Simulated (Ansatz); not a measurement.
`C=C(F)B(O)F` + `COC(F)F` → `COB(O)F` + `C=C(F)C(F)F`  (formal exchange of groups at a B–C bond)

Computed with Ansatz on PBE0-D4/def2-TZVP structures; ΔE is electronic, products minus reactants. CCSD(T)/CBS adds triple-zeta CCSD(T) − MP2 to the extrapolated MP2 energy (def2 sets, frozen cores). Each species was taken in one conformer, which may not be the lowest.

```json
{"species": "`C=C(F)B(O)F`", "HF/CBS(def2) energy (Eh)": "-376.19512"}
{"species": "`COC(F)F`", "HF/CBS(def2) energy (Eh)": "-351.97385"}
{"species": "`COB(O)F`", "HF/CBS(def2) energy (Eh)": "-314.37357"}
{"species": "`C=C(F)C(F)F`", "HF/CBS(def2) energy (Eh)": "-413.83394"}
```

Problem. Work out ΔE.

Solution. ΔE = (-314.37357) + (-413.83394) − (-376.19512) − (-351.97385) = -0.03854 Eh = -24.2 kcal/mol. CCSD(T)/CBS gives -23.7 kcal/mol.

Largest T1 diagnostic among the species: 0.013.

From PBE to PBE0 (25 % exact exchange), in def2-TZVPP and without D4, ΔE moves by −1.1 kcal/mol.
